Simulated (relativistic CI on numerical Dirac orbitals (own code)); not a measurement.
# Pr5+: M4,5 absorption edge

Computed with this model: Dirac-Coulomb-Breit CI, orbitals from a KLI potential per configuration, model QED, valence Slater integrals scaled by 0.8, multiplet model of core-to-valence dipole absorption; configurations [Kr] 4d10 5s2 5p6 → [Ar] 3d9 4s2 4p6 4d10 4f 5s2 5p6; 10 K; Lorentzian 0.6 eV and Gaussian 0.4 eV FWHM. Energies are those of the free ion, without screening or charge transfer. The branching ratio is the share of the lower-energy edge in the whole absorption, uncertain by about 0.02 where the edges overlap. S is read from ⟨S²⟩ = S(S + 1).

free ion: ground-state S = 0.00, centroid 951.97 eV, branching ratio 0.383. Peaks (eV, height): 939.8 (62), 959.5 (100).

The statistical ratio of this edge is 3/5 = 0.600. Values above it arise where the holes sit mainly in the j = l + 1/2 valence subshell or the ground state has high spin; values below it where core-valence Coulomb terms move weight to the upper edge, as in nearly empty shells.

Strongest unbroadened transitions for free ion:

```json
{"Energy (eV)": "934.13", "Relative strength": "0.5"}
{"Energy (eV)": "939.84", "Relative strength": "61.7"}
{"Energy (eV)": "959.54", "Relative strength": "100.0"}
```
